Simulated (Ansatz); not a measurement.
Ansatz (a quantum-chemistry and plane-wave program) input:

Ansatz 0.2 input:
```yaml
crystal:
  periodic: [false, false, false]
  atoms:
    - {symbol: C, position_ang: [2.02729628, -0.84306265, 0.07359604]}
    - {symbol: C, position_ang: [0.61753875, -0.41031546, 0.47633753]}
    - {symbol: C, position_ang: [-0.48435974, -1.04647323, -0.30991352]}
    - {symbol: C, position_ang: [-1.54932315, -0.06787126, -0.67663895]}
    - {symbol: C, position_ang: [-1.18625632, 1.18701643, 0.14456864]}
    - {symbol: C, position_ang: [0.33706373, 1.09687123, 0.29822087]}
    - {symbol: H, position_ang: [2.21527425, -0.60953064, -0.97680827]}
    - {symbol: H, position_ang: [2.78116835, -0.33152337, 0.67658582]}
    - {symbol: H, position_ang: [2.16398811, -1.91789535, 0.20867591]}
    - {symbol: H, position_ang: [0.49099782, -0.65702357, 1.54465438]}
    - {symbol: H, position_ang: [-0.50662733, -2.09662746, -0.56823645]}
    - {symbol: H, position_ang: [-1.52610016, 0.16011911, -1.75341206]}
    - {symbol: H, position_ang: [-2.56221883, -0.43099802, -0.47375995]}
    - {symbol: H, position_ang: [-1.51544779, 2.11466981, -0.32465132]}
    - {symbol: H, position_ang: [-1.66042754, 1.13051058, 1.12798245]}
    - {symbol: H, position_ang: [0.82389397, 1.44206698, -0.61958538]}
    - {symbol: H, position_ang: [0.72374164, 1.69924144, 1.12153118]}
basis:
  gaussian:
    orbitals: def2-TZVP
hamiltonian:
  xc: b3lyp
  dispersion: d3bj
magnetization: {spin_polarized: true, initial_magnetization: 1}
phonons: {temperatures: {t_min: 298.15, t_max: 298.15, t_step: 100}}
```

Q: What final total energy does it print?

A: -235.32176 Eh (B3LYP-D3(BJ)/def2-TZVP). The basis has 252 functions.

It need not be the lowest isomer of its formula.
